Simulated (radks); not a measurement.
Task: The mean radii <r> (bohr) of the occupied orbitals of an atom or ion are listed with their occupations. Method: non-relativistic Kohn-Sham, PBE, spin-unpolarised, spherical densities, point nucleus; computed with a radial shooting solver on a logarithmic mesh with Libxc functionals.

orbital  occ.      <r>
1s          2  0.03171
2s          2   0.1373
2p          6   0.1173
3s          2   0.3711
3p          6   0.3627
3d         10   0.3344
4s          2   0.8999
4p          6   0.9552
4d          8    1.144

Name the element and its charge.

Result: Z = 48, cadmium, charge +4: Cd4+ in [Kr] 4d8. The 1s radius gives Z: for a bare nucleus <r> = 1.5/Z, 0.03125 bohr for Z = 48, and screening makes it slightly larger (0.03171 here). The occupations add up to 44, and the charge is Z minus that.
